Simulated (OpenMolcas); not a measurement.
**Fe2+: effect of the metal basis**

Fe2+ with its 6 nearest fluoride ions at 2.068 Å, on the Zn site of KZnF3 (a = 4.054 Å, distance in the model lattice 2.027 Å). The rest of the host is ab initio model potentials to 7.6 Å and point charges beyond; the distance is set by hand and nothing relaxes.

| Item | Value |
| --- | --- |
| Program | OpenMolcas 26.06 |
| Method | CASSCF |
| Spin-orbit coupling | RASSI with atomic mean-field integrals over the reference wave functions |

Fixed: ligand basis ANO-RCC-VDZP, active space 6 electrons in 5 orbitals (3d), DKH2 Hamiltonian.

States (labels of O, the rotations of Oh). Energies in cm-1 above the lowest state or level, χT in cm3 K/mol; under a threefold ground state the first gap can be a small split of the lowest multiplet, not the spin-orbit step.

```
Run   Metal basis  Ground state  First state of that spin  First gap with spin-orbit (degeneracies)  χT at 300 K  First state of another spin                     Cost
  A  ANO-RCC-VDZP           5T2                   5E 8195                              192.5 (3, 2)        4.090                    3T1 16918  roughly 50 core-seconds
  B  ANO-RCC-VTZP           5T2                   5E 7960                              191.2 (3, 2)        4.090                    3T1 17350  roughly 50 core-seconds
```

Against A, the first state of the same spin changes by -2.9 % in B.

Costs are those of the RASSCF and RASSI steps.

An orbital triplet at a regular site is open to Jahn-Teller coupling, which can distort the site and quench the lowest spin-orbit gaps and is left out. Without dynamic correlation the repulsion within the d shell is too large (B by tens of per cent), so at a given field states of lower spin stand too high. Ligand-to-metal charge-transfer states are missing. With no ligand orbital active B as a rule stays too high, so bands that hang on it stand too high and its fall with covalency is understated. With metal d orbitals alone and no dynamic correlation 10Dq can be off by a tenth to a fifth, either way, in oxide and fluoride hosts. No measured value stands beside these numbers; the geometry was set by hand and not optimised.
